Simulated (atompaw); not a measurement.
**What one change does to a pseudopotential (mercury, PAW (atompaw))**

mercury, PAW, made with atompaw 4.2.0.5 (LDA (PW92), scalar-relativistic). Core [Kr] 4d10 4f14 5s2, reference 5p6 5d10 6s2 6p0. Waves: 6s (bound): rc 2.25 bohr; 6s channel at 2.3 Ry: rc 2.25 bohr; 5p (bound): rc 1.15 bohr; 6p (bound, empty): rc 2.25 bohr; 5d (bound): rc 2.25 bohr; 5d channel at 1.95 Ry: rc 2.25 bohr. Local part: troulliermartins scheme with l = 3 at 1 Ry, radius 2.10 bohr. Core correction: smooth core density matched at 1.35 bohr. Augmentation charge: sinc compensation charge, radius 1.70 bohr; PAW radius 2.25 bohr; waves and projectors: custom rrkj gramschmidtortho.

Change: wave 5d (bound): rc 2.25 bohr becomes 5d (bound): rc 1.30 bohr.

Cutoffs: the cutoffs (Ry, on a coarse ladder) from which the occupation-weighted sum of valence levels, in a spherical-Bessel basis at the reference potential, stays within 10 and 1 mRy of its value at 400 Ry; they do not see the model core or the augmentation charge, which bear on the density cutoff.

Question: What does the change do?

Answer: The potential gets harder (60 Ry and 120 Ry → 70 Ry and 160 Ry); both files keep a bound ghost (s).

```tsv
quantity	base	changed
cutoff, loose	60 Ry	70 Ry
cutoff, tight	120 Ry	160 Ry
loose cutoff by channel (10 mRy a level)	s 6 Ry, p 45 Ry, d 18 Ry	s 6 Ry, p 45 Ry, d 50 Ry
bound ghosts	s	s
s: phases at 2.26 bohr within 0.05 rad from the reference energy up to (Ry; the scan ends near 5)	to the end of the scan	to the end of the scan
p: phases at 2.26 bohr within 0.05 rad from the reference energy up to (Ry; the scan ends near 5)	0.7	0.7
d: phases at 2.26 bohr within 0.05 rad from the reference energy up to (Ry; the scan ends near 5)	3.4	2.8
lowest overlap eigenvalue by channel	s 0.45, p 0.44, d 0.80	s 0.45, p 0.44, d 0.47
```

 A true bound ghost makes a file unfit for plane-wave use even where its test errors are small: the radial tests pick states by their node count and pass the ghost by. The cutoffs see the waves, projectors and local potential, not the compensation charge or the core.
